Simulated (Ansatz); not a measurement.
Input file for `[OH][In]([SH])[Br]`:

```yaml
crystal:
  periodic: [false, false, false]
  atoms:
    - {symbol: O, position_ang: [-0.689490, 1.567730, -0.460272]}
    - {symbol: In, position_ang: [-0.424574, -0.377834, -0.288065]}
    - {symbol: S, position_ang: [1.375163, -1.382291, 0.877534]}
    - {symbol: Br, position_ang: [-2.116286, -1.755345, -1.384718]}
    - {symbol: H, position_ang: [-0.010064, 2.081232, -0.015770]}
    - {symbol: H, position_ang: [1.907352, -0.197492, 1.225091]}
basis:
  gaussian: {orbitals: def2-SVP}
correlation: {method: ccsd_t}
```

```sh
$ ansatz run in.yaml --threads 4 --pin off --events-out ev --progress --plain --max-ram 10444MiB
```

The program prints (abridged):

```
Functional definition: HF
1036 factors; integrals over basis functions are off by at most 7.3e-4 eV
mean field evaluation 1: about -88019.4705 eV, gradient 3.9e1 eV
mean field evaluation 2: about -88019.5364 eV, gradient 3.9e1 eV
mean field evaluation 4: about -88022.9355 eV, gradient 2.6e0 eV
mean field evaluation 8: about -88022.9747 eV, gradient 2.4e-1 eV
mean field -88022.97503996 eV, -3234.7846686032 hartree, gradient 2.8e-6 eV, S^2 0.000000; 0 other end points of the search recorded, 0 dependent functions left out
19 core orbitals not correlated: weight in the atoms' cores, before any rotation towards them, 1.000 or more for the frozen orbitals, at most 0.000 for the correlated occupied ones
reference -88022.97503996 eV, -3234.7846686032 hartree; 22, 22 occupied and 59, 59 virtual orbitals, 1036 factors
second order -17.22010442 eV of doubles, -0.00000000 eV of singles
cycle   1  -17.38580047 eV  change   -1.7e-1 eV  update   1.0e-1
cycle   2  -17.77415491 eV  change   -3.9e-1 eV  update   3.3e-2
cycle   3  -17.88814757 eV  change   -1.1e-1 eV  update   2.0e-2
cycle   4  -17.88214279 eV  change    6.0e-3 eV  update   5.4e-3
cycle   5  -17.87833253 eV  change    3.8e-3 eV  update   2.4e-3
cycle   6  -17.87881329 eV  change   -4.8e-4 eV  update   8.4e-4
cycle   7  -17.87845844 eV  change    3.5e-4 eV  update   2.8e-4
cycle   8  -17.87841368 eV  change    4.5e-5 eV  update   8.6e-5
cycle   9  -17.87846501 eV  change   -5.1e-5 eV  update   2.9e-5
perturbative correction -0.45961435 eV, -0.0168905157 hartree
Total energy: -88041.31311932 eV, -3235.4585805895 hartree
```

It took 2.9 s on 4 threads of an Intel Xeon 6975P-C on a shared host, with 0.42 GiB of host memory at the peak.

MP2 recovers 93.9 % of the CCSD(T) correlation energy and the triples give 2.5 %; T1 = 0.0115.
